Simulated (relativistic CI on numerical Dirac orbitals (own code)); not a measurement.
# Co+: resonant inelastic scattering at the M2,3 edge

Computed with this model: Dirac-Coulomb-Breit CI, separate exchange-only KLI orbitals for each configuration, model QED (radiative potential, 1s self-energy scaled to tabulated hydrogen-like ionisation energies), Kramers-Heisenberg scattering through one core-hole configuration in a parametric crystal field, unscaled Slater integrals; configurations [Ar] 3d8 → [Ne] 3s2 3p5 3d9; 300 K; core-hole width 1.2 eV; summed over polarisations. Incident energies are the highest absorption maxima for each field (at most a few, so the weaker spin-orbit partner edge can be absent), on the computed scale of the free ion. Intensities are in per cent of the strongest line above 0.02 eV; levels within 1 cm⁻¹ are merged; final levels count from the ground level, the first row holds all elastic scattering, lines under 0.4 are left out and each table stops after 24 rows. The scale of the Slater integrals is a model choice and moves the terms in proportion.

Field parameters in Wybourne normalisation: Td as Oh with Dq negative (B⁴₀ = 21Dq, B⁴₄ = √(5/14) B⁴₀). The field is a parameter set, without covalency.

S is read from ⟨S²⟩ = S(S + 1).

Td, 10Dq = -1050 cm⁻¹:

| Final level (eV) | Degeneracy | Irrep | S | 60.2 eV | 65.8 eV |
| --- | --- | --- | --- | --- | --- |
| 0.000 | 1 | A1 | 1.00 | 59.9 | 204.1 |
| 0.023 | 3 | T1 | 1.00 | 5.2 | 94.0 |
| 0.053 | 2 | E | 1.00 | 20.0 | 100.0 |
| 0.091 | 3 | T2 | 1.00 | 10.3 | 31.1 |
| 0.193 | 3 | T2 | 1.00 | 13.4 | 62.0 |
| 0.195 | 3 | T1 | 1.00 | 7.0 | 68.4 |
| 0.218 | 1 | A2 | 1.00 | 0.8 | 4.3 |
| 0.243 | 2 | E | 1.00 | 1.8 | 9.9 |
| 0.359 | 3 | T2 | 1.00 | 6.3 | 23.5 |
| 1.828 | 3 | T2 | 0.08 | 0.1 | 3.2 |
| 1.885 | 2 | E | 0.11 | 0.1 | 3.5 |
| 2.239 | 3 | T2 | 0.97 | 0.8 | 46.6 |
| 2.243 | 2 | E | 0.96 | 0.7 | 42.4 |
| 2.286 | 3 | T1 | 1.00 | 0.1 | 2.5 |
| 2.309 | 1 | A1 | 1.00 | 0.0 | 0.5 |
| 2.799 | 3 | T2 | 0.00 | 0.0 | 0.6 |
| 2.868 | 2 | E | 0.00 | 0.0 | 0.8 |
| 2.869 | 3 | T1 | 0.00 | 0.0 | 1.5 |
| 2.890 | 1 | A1 | 0.00 | 0.0 | 0.6 |

Td, 10Dq = -2400 cm⁻¹:

```
Final level (eV)  Degeneracy  Irrep     S  60.3 eV  65.9 eV
           0.000           1     A1  1.00     56.9    179.6
           0.031           3     T1  1.00      5.0     80.6
           0.085           2      E  1.00     20.5     93.6
           0.111           3     T2  1.00      5.1     22.9
           0.324           3     T1  1.00      9.4    100.0
           0.332           3     T2  1.00     13.0     55.1
           0.349           2      E  1.00      6.2     26.5
           0.356           1     A2  1.00      0.4      2.2
           0.644           3     T2  1.00     12.6     38.0
           1.880           3     T2  0.06      0.1      2.6
           1.976           2      E  0.10      0.2      2.5
           2.347           3     T2  0.98      0.9     46.6
           2.351           2      E  0.97      0.7     41.0
           2.395           3     T1  1.00      0.2      4.3
           2.419           1     A1  1.00      0.0      1.2
           2.860           3     T2  0.00      0.0      0.5
           3.007           3     T1  0.00      0.1      1.5
           3.044           1     A1  0.00      0.0      0.7
           3.055           2      E  0.00      0.0      0.6
```

For the first field the strongest loss at the lowest incident energy is the level at 0.05 eV (S = 1.00, against 1.00 in the thermal ground state).
